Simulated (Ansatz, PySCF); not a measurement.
Ansatz (an electronic-structure program) was given this input:
Ansatz 0.2 input:
```yaml
crystal:
  periodic: [false, false, false]
  atoms:
    - {symbol: P, position_ang: [-0.00000000, -0.00000000, -0.00000000]}
    - {symbol: H, position_ang: [-0.00987336, 1.28259337, -0.49515063]}
    - {symbol: H, position_ang: [1.12686123, -0.65279636, -0.44086058]}
    - {symbol: H, position_ang: [-1.11826107, -0.66909633, -0.43831456]}
    - {symbol: H, position_ang: [0.00127320, 0.03929932, 1.37432577]}
basis:
  gaussian:
    orbitals: def2-TZVP
hamiltonian:
  xc: b3lyp
total_charge: 1
accuracy: high
```

### Question
Give the equivalent PySCF input.

### Answer
This is not unique; one that fits is 
```python
from pyscf import gto, scf, dft

mol = gto.M(
    atom='''
P    -0.000000   -0.000000   -0.000000
H    -0.009873    1.282593   -0.495151
H     1.126861   -0.652796   -0.440861
H    -1.118261   -0.669096   -0.438315
H     0.001273    0.039299    1.374326
''',
    basis='def2-tzvp',
    charge=1,
    spin=0,
    verbose=4,
)

mf = dft.RKS(mol)
mf.xc = 'b3lyp'
mf.grids.atom_grid = (99, 590)
mf.grids.prune = None
mf.kernel()
```

Both were run: Ansatz gave -343.483361 Eh and PySCF -343.483361 Eh, 0.000 mEh apart.
